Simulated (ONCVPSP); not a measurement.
# What the settings do to the ONCV potential of Te

Base potential:

- Element: tellurium
- Generator: ONCVPSP 4.0.1
- Type: optimised norm-conserving Vanderbilt (ONCV)
- Functional: LDA (Perdew-Wang 92)
- Relativity: scalar-relativistic
- Frozen core: [Ar] 3d10 4s2
- Valence charge: 22
- Reference configuration: 4p6 4d10 5s2 5p4
- Partial waves: 5s: rc 1.80 bohr, ncon 3, nbas 7, qcut 2.8 1/bohr, 3 projectors, debl 3.1 Ha; 4p+5p: rc 1.10 bohr, ncon 3, nbas 7, qcut 12 1/bohr, 2 projectors; 4d: rc 1.50 bohr, ncon 4, nbas 9, qcut 10.4 1/bohr, 2 projectors, debl 2.9 Ha
- Local potential: polynomial inside 0.75 bohr (lpopt 3, dvloc0 3 Ha)
- Core correction: Teter function, fcfact 5.5, rcfact 1.3

Cutoffs, loose and tight: the cutoffs (Ha) at which the residual kinetic energy of the hardest occupied pseudo-wave falls to 1 and 0.1 mHa per electron. They do not see the model core or the augmentation charge, which bear on the density cutoff. Test errors are all-electron minus pseudo excitation energies from the reference, over the configurations 4p6 4d10 5s2 5p3; 4p6 4d10 5s2 5p2; 4p6 4d10 5s2 5p1; 4p6 4d9 5s2 5p5. A dash means not determined; rows that change the core or the reference have their own tests.

A true bound ghost makes a file unfit for plane-wave use even where its test errors are small: the radial tests pick states by their node count and pass the ghost by.

| change | outcome | cutoff, loose | cutoff, tight | bound ghosts | GHOST(+) flags above zero | largest test error (meV) |
| --- | --- | --- | --- | --- | --- | --- |
| base | generated | 51 Ha | 60 Ha | s | s | +26 |
| core correction Teter function, fcfact 5.5, rcfact 1.2 | generated | 51 Ha | 60 Ha | s | s | +27 |
| d: qcut 13.5 | generated | 51 Ha | 60 Ha | s | s | -12 |
| local potential polynomial inside 0.75 bohr (lpopt 3, dvloc0 -0.5 Ha) | generated | 51 Ha | 60 Ha | s | none | +26 |
| core correction Teter function, fcfact 3.5, rcfact 1.15 | generated | 51 Ha | 60 Ha | s | s | +27 |
| p: nbas 6 | generated | 51 Ha | 61 Ha | s | s | +26 |
| p: rc 1.24 | generated | 42 Ha | 60 Ha | s | s | +27 |

(1) What comes out with this change to the base: s: rc 1.24?

(2) What comes out with this change to the base: s: qcut 2.2; p: qcut 9.6; d: qcut 8.3?

Results:

(1) outcome: generated; cutoff, loose: 113 Ha; cutoff, tight: 156 Ha; bound ghosts: s; GHOST(+) flags above zero: s; largest test error (meV): -16.

(2) outcome: generated; cutoff, loose: 41 Ha; cutoff, tight: 97 Ha; bound ghosts: s; GHOST(+) flags above zero: none; largest test error (meV): +92.
